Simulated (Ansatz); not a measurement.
Tl₂Br. Charge 0, multiplicity 4. Geometry PBE-D4/def2-TZVP; atoms count from 1.

Cartesian coordinates in Å:
```
Tl 0.311 1.858 -0.749
Tl 0.600 -1.192 -0.739
Br -0.911 -0.666 1.489
```

In the def2 sets Tl takes a core potential; there is no spin–orbit coupling. At PBE0-D4/def2-TZVP a doublet of charge 0 lies 3.62 eV below the quartet, each at its own geometry. The structure comes from a short search, and lower isomers may exist.

Q: Estimate the Mulliken populations from the PBE0/def2-TZVP orbitals of Ansatz.

A: 
```tsv
atom	charge (e)	spin (α − β)
Tl1	0.10	0.90
Tl2	0.06	1.48
Br3	-0.16	0.61
```
Mulliken values depend strongly on the basis.

Q: Where does the spin sit?

A: Summed by element: Tl 2.39, Br 0.61, of 3 unpaired in all. Largest on single atoms: Tl2 1.48, Tl1 0.90, Br3 0.61.

Q: And the Mayer bond orders between heavy atoms (over 0.3)?

A: Tl1–Tl2 1.05 (3.06 Å); Tl2–Br3 0.67 (2.74 Å).
